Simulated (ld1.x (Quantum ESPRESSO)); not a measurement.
**In: variants of one TM potential**

Base potential:

In, norm-conserving Troullier–Martins (Kleinman–Bylander form), made with ld1.x (Quantum ESPRESSO) 7.5 (Wu–Cohen, scalar-relativistic). Core [Kr] 4d10, reference 5s2 5p1. Waves: 5p (bound): rc 2.75 bohr; 5s (bound): rc 1.70 bohr. Local part: the s channel. Core correction: none.

All-electron outer shells of the reference configuration (Wu–Cohen, scalar-relativistic, ld1.x):

```json
{"shell": "4p", "level (eV)": "-78.04", "outermost node (bohr)": "0.42", "outermost maximum (bohr)": "0.82"}
{"shell": "4d", "level (eV)": "-18.57", "outermost node (bohr)": "0.40", "outermost maximum (bohr)": "0.94"}
{"shell": "5s", "level (eV)": "-8.27", "outermost node (bohr)": "1.02", "outermost maximum (bohr)": "2.16"}
{"shell": "5p", "level (eV)": "-2.50", "outermost node (bohr)": "1.14", "outermost maximum (bohr)": "2.85"}
```

Cutoffs, loose and tight: the cutoffs (Ry, on a coarse ladder) from which the occupation-weighted sum of valence levels, in a spherical-Bessel basis at the reference potential, stays within 10 and 1 mRy of its value at 400 Ry. They do not see the model core or the augmentation charge, which bear on the density cutoff. Test errors are all-electron minus pseudo excitation energies from the reference, over the configurations 5s2 5p0; 5s1 5p0; 5s2 5p0.5; 5s1 5p1; 5s2 5p1.3; 5s0 5p3; 5s1 5p2. A dash means not determined; rows that change the core or the reference have their own tests.

A true bound ghost makes a file unfit for plane-wave use even where its test errors are small: the radial tests pick states by their node count and pass the ghost by.

```csv
change,outcome,"cutoff, loose","cutoff, tight",bound ghosts,largest test error (meV)
base,generated,25 Ry,55 Ry,none,+81
"all radii scaled by about 0.74 (s 1.26, p 2.04 bohr)",generated,120 Ry,300 Ry,p,-230
"all radii scaled by about 0.84 (s 1.42, p 2.30 bohr)",generated,90 Ry,160 Ry,p,+128
"all radii scaled by about 0.93 (s 1.58, p 2.56 bohr)",generated,35 Ry,90 Ry,none,+95
"all radii scaled by about 0.97 (s 1.64, p 2.66 bohr)",generated,30 Ry,90 Ry,none,+90
"all radii scaled by about 1.16 (s 1.98, p 3.20 bohr)",generated,18 Ry,30 Ry,none,+82
"all radii scaled by about 1.24 (s 2.10, p 3.40 bohr)",generated,18 Ry,30 Ry,none,+91
"all radii scaled by about 1.29 (s 2.20, p 3.56 bohr)",generated,18 Ry,30 Ry,none,+93
"all radii scaled by about 1.39 (s 2.36, p 3.82 bohr)",generated,15 Ry,25 Ry,none,+97
```

Task: What comes out with this change to the base: all radii scaled by about 1.07 (s 1.82, p 2.94 bohr)?

Result: outcome: generated; cutoff, loose: 18 Ry; cutoff, tight: 45 Ry; bound ghosts: none; largest test error (meV): +81.

Reading the sweep of the scale of all radii (base = 1) (base included, trends over the rows without a ghost): The loose cutoff falls from 35 Ry at 0.93 to 15 Ry at 1.39. A larger radius leaves more room for a smooth pseudo-wave, so fewer plane waves are needed; a smaller one forces it to follow the all-electron wave where it bends sharply. The median size of the test errors (rows with all tests solved) rises from 1.7 meV at 0.93 to 12.3 meV at 1.39. More of the atom is replaced by a form fitted at one configuration, so other configurations suffer as the radius grows. Bound ghosts are found at 0.74, 0.84.
